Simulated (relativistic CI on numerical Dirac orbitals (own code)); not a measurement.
Tc⁶⁺: M2,3 absorption edge

Computed with this model: Dirac-Coulomb-Breit CI, KLI orbitals optimised for each configuration, QED by a radiative potential, multiplet model of core-to-valence dipole absorption, unscaled Slater integrals; configurations [Kr] 4d → [Ne] 3s2 3p5 3d10 4s2 4p6 4d2; 300 K; Lorentzian 3 eV and Gaussian 0.4 eV FWHM. Energies are those of the free ion, without screening or charge transfer. The branching ratio is the share of the lower-energy edge in the whole absorption, uncertain by about 0.02 where the edges overlap. S is read from ⟨S²⟩ = S(S + 1).

Field parameters in Wybourne normalisation: Oh B⁴₀ = 21Dq, B⁴₄ = √(5/14) B⁴₀. The field is a parameter set, without covalency.

Case Oh, 10Dq = 29950 cm⁻¹, the dichroism is that of the ground state at zero temperature, magnetised by exchange field 10 meV on Sz. The dichroism I(Δm = −1) − I(Δm = +1), over the sum of the three polarisations, integrates to 0.0421 on the lower edge and 0.0135 on the upper edge. The branching ratio is 0.733.

(1) Use the orbital sum rule with 9 holes to get ⟨Lz⟩.

## Answers

(1) For a p → d edge ⟨Lz⟩ = 2 × n_h × (sum of both integrals) in this sign convention = 1.00; the ground state itself has ⟨Lz⟩ = 1.00 and ⟨Sz⟩ = -0.50. The rule assumes one radial integral for both edges, which relativistic orbitals only approach.
